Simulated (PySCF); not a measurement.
**Ionisation energy of Sc by level of theory**

Sc [Ar] 3d1 4s2 (2D) → Sc+ [Ar] 3d1 4s1 (3D), as a difference of total energies. All numbers are calculated (PySCF 2.14, the non-relativistic Hamiltonian (point nucleus), in def2-QZVPPD). Correlated levels: valence and next inner shell: [Ne] frozen. The calculations carry no spin-orbit coupling.

| method | ionisation energy (eV) | difference from reference (eV) |
| --- | --- | --- |
| UHF | 5.360 | -1.202 |
| MP2 (valence and next inner shell) | 6.328 | -0.234 |
| SCS-MP2 (valence and next inner shell) | 6.407 | -0.155 |
| CCSD (valence and next inner shell) | 6.402 | -0.160 |
| CCSD(T) (valence and next inner shell) | 6.501 | -0.061 |

Reference: 6.562 eV (measured; NIST levels, between the centres of gravity of the two terms).

These non-relativistic numbers lack the scalar-relativistic shift.

Errors of the correlated levels include the incompleteness of this basis and the frozen core.
